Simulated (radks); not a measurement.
Values are calculated unless marked as measured or tabulated.
Task: The mean radii <r> (bohr) of the occupied orbitals of an atom or ion are listed with their occupations. Level of theory: Dirac Kohn-Sham, LDA (Slater exchange, Perdew-Wang correlation), spin-unpolarised, spherical densities, point nucleus (a radial shooting solver on a logarithmic mesh with Libxc functionals).

orbital  occ.      <r>
1s1/2       2  0.01967
2s1/2       2  0.08280
2p1/2       2  0.06875
2p3/2       4  0.07625
3s1/2       2   0.2165
3p1/2       2   0.2062
3p3/2       4   0.2203
3d3/2       4   0.1936
3d5/2       6   0.1980
4s1/2       2   0.4865
4p1/2       2   0.4936
4p3/2       4   0.5255
4d3/2       4   0.5478
4d5/2       6   0.5588
5s1/2       2    1.140
5p1/2       2    1.244
5p3/2       4    1.328
4f5/2       6   0.6651
4f7/2       5   0.6739
5f5/2       1    3.267

Name the element and its charge. Open shells, if any, fill j = l - 1/2 first.

Result: Z = 70, ytterbium, charge +4: Yb4+ in [Xe] 4f11 5f1. The 1s radius gives Z: for a bare nucleus <r> = (2 gamma + 1)/(2Z) with gamma = sqrt(1 - (Z/c)^2), 0.01942 bohr for Z = 70, and screening makes it slightly larger (0.01967 here). The occupations add up to 66, and the charge is Z minus that.
